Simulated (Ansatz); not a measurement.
Born–Oppenheimer molecular dynamics of F2H4OSi (8 atoms, charge 0, multiplicity 1). It starts at the highest image of a converged band. Of that band: The profile has 2 maxima (images 1, 3) with wells between them (image 2): this band takes more than one step, which may be the mechanism or a detour left from its start path. Neighbouring images differ by up to 2.5 eV, so the band resolves the path poorly. A vibrational analysis at the climbing image gives one clearly imaginary mode, 1815i cm⁻¹: a first-order saddle point.

The calculation used RHF/def2-SVP in Ansatz.

| Item | Value |
| --- | --- |
| ensemble | NVE (velocity Verlet) |
| time step | 0.5 fs |
| steps asked | 200 |
| starting velocities drawn for | 300 K |
| seed | 4223 |

First frame:

```xyz
8
Properties=species:S:1:pos:R:3
Si -0.305 0.108 -0.145
H -0.148 0.711 1.443
F 1.100 -0.642 0.057
F -0.252 1.632 -0.643
H -0.781 -0.540 -1.375
O -1.663 -0.511 0.874
H -2.155 -1.326 0.863
H -0.998 0.060 1.603
```

Question: How far do the bonds stretch over the last three quarters of this one trajectory? (Pairs bonded in most of those frames.)

Answer: 
| bond | mean (Å) | spread (Å) | shortest | longest |
| --- | --- | --- | --- | --- |
| Si1–H2 | 1.473 | 0.052 | 1.39 | 1.56 |
| Si1–F3 | 1.623 | 0.045 | 1.54 | 1.69 |
| Si1–F4 | 1.621 | 0.038 | 1.56 | 1.68 |
| Si1–H5 | 1.459 | 0.031 | 1.40 | 1.52 |
| O6–H7 | 0.949 | 0.006 | 0.93 | 0.97 |
| O6–H8 | 0.949 | 0.010 | 0.93 | 0.97 |

Mean temperature of the second half: 2475 K. The conserved energy stayed within 0.16 meV per atom of its start (net change 0.022 meV per atom), so the integration is sound. The kinetic energy rose, since the run started high on the potential surface and went downhill. It ends in pieces (F2H2Si + H2O), so much of that is their flight and rotation, not heat. A run of 0.1 ps of so small a system gives no equilibrium averages. The orbitals stay closed-shell, which can raise the energy where a bond breaks towards radicals; this wasn't checked here.

The run took 3.1 min on 1 thread of AMD EPYC 7R43 64-Core Processor (Zen 3), with other jobs on the host, peak memory 0.17 GiB.
